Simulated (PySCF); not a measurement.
From one molecule to another.

First species: C5H6OS2.
SMILES: `s1c(ccc1OC)S`

Second species: C3H6FNO.
Z-matrix (Å and degrees, GFN2-xTB geometry), rows numbered from 1:
```
C 
C   1  1.5214
F   2  1.3854  1  109.76
C   2  1.5330  1  110.44  3   121.97
N   4  1.3446  2  114.88  1  -113.23
O   4  1.2095  2  121.08  1    65.55
H   1  1.0872  2  110.28  3    61.69
H   1  1.0879  2  109.95  3   -58.55
H   1  1.0858  2  108.72  3  -178.04
H   2  1.0966  1  111.02  3  -117.26
H   5  1.0061  4  119.00  2  -179.25
H   5  1.0052  4  121.50  2    -3.24
```

Levels: PBE0/def2-SVPD for dipole moment, HOMO energy, LUMO energy, HOMO–LUMO gap, static isotropic polarisability and electronic spatial extent ⟨r²⟩ about the centre of nuclear charge; TDDFT PBE0/def2-SVPD for lowest singlet excitation; TDA PBE0/def2-SVPD for lowest triplet excitation (Tamm–Dancoff); GFN2-xTB for rotational constant A and rotational constant C. Geometries: GFN2-xTB. Each species is one conformer at its optimised geometry, gas phase, non-relativistic unless stated. Electronic properties by PySCF.

Dipoles, sizes and rotational constants follow the conformer. The torsions of the flexible species, by atom-mapped SMILES:
- `[CH3:1][O:2][c:3]1[cH:4][cH:5][c:6]([SH:7])[s:8]1`: C1–O2–C3–C4 179°, H–S7–C6–C5 178°
- `[CH3:1][C@@H:2]([F:3])[C:4]([NH2:5])=[O:6]`: C1–C2–C4–N5 -113°, H–N5–C4–C2 -179°, H–N5–C4–C2 -3°

Question: Which of the two has the higher T1 energy, and by how much?

Answer: The second: 5.27 eV against 3.17 eV, a difference of 2.10 eV.

Question: Which of the two has the higher rotational constant A, and by how much?

Answer: The second: 5.046 GHz against 3.915 GHz, a difference of 1.131 GHz.

Question: Which of the two has the higher S1 energy, and by how much?

Answer: The second: 5.76 eV against 3.87 eV, a difference of 1.89 eV.

Question: Which of the two has the higher rotational constant C, and by how much?

Answer: The second: 2.249 GHz against 0.719 GHz, a difference of 1.530 GHz.

Question: Which of the two has the higher HOMO energy, and by how much?

Answer: The first: -5.66 eV against -7.65 eV, a difference of 1.99 eV.

Question: Which of the two has the higher static isotropic polarisability, and by how much?

Answer: The first: 103.2 au against 49.7 au, a difference of 53.5 au.

Question: Which has the higher LUMO energy?

Answer: The second: 0.28 eV against -0.46 eV, a difference of 0.74 eV.

Question: Which of the two has the higher dipole moment, and by how much?

Answer: The second: 2.22 D against 1.97 D, a difference of 0.25 D.

On the first: The polarisability is 15.30 Å³ as a volume (1 au = 0.148185 Å³), or 1.36 au for each of the 76 electrons. S1 lies 1.33 eV below the HOMO–LUMO gap; its leading configuration is HOMO→LUMO, weight 0.97.

On the second: In atomic units the dipole is 0.87 e·bohr (1 au = 2.5417 D). The vertical singlet–triplet gap S1 − T1 is 0.49 eV (TDDFT singlet less Tamm–Dancoff triplet; S1: HOMO→LUMO, weight 0.91; T1: HOMO→LUMO, weight 0.89).
